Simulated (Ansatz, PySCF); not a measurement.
Molecule: sum formula HSO2 (charge 0, doublet). It need not be the lowest isomer of its formula. 
Geometry from a B3LYP-D3(BJ)/def2-TZVP (Ansatz, a first-principles code) optimisation:
SMILES: O=[SH]=O
```xyz
4

O     -0.5889    -0.8416    -0.8537
S      0.1777    -0.1774     0.1905
O      0.2823     1.2705     0.3001
H     -0.3907    -0.5936     1.3816
```
Charge 0, spin multiplicity 2.

Dipole moments at this geometry, in debye (magnitudes).

| level | program | dipole (D) |
|---|---|---|
| PBE/def2-TZVPD | PySCF | 2.32 |
| revPBE/def2-TZVPD | Ansatz | 2.29 |
| BP86/def2-TZVPD | PySCF | 2.33 |
| B97M-V/def2-TZVPD | Ansatz | 2.35 |
| TPSSh/def2-TZVPD | PySCF | 2.42 |
| r2SCANh/def2-TZVPD | Ansatz | 2.48 |
| r2SCAN0/def2-TZVPD | Ansatz | ___ |
| M06-2X/def2-TZVPD | PySCF | 2.68 |
| MN15/def2-TZVPD | PySCF | 2.60 |
| HSE06/def2-TZVPD | Ansatz | 2.52 |
| CAM-B3LYP/def2-TZVPD | Ansatz | 2.65 |
| wB97M-V/def2-TZVPD | Ansatz | 2.59 |
| wB97X-V/def2-TZVPD | Ansatz | 2.62 |
| CCSD(T)/aug-cc-pV(D+d)Z | Ansatz | ___ |

What belongs in the gaps?


- r2SCAN0/def2-TZVPD, dipole (D): 2.58
- CCSD(T)/aug-cc-pV(D+d)Z, dipole (D): 2.53
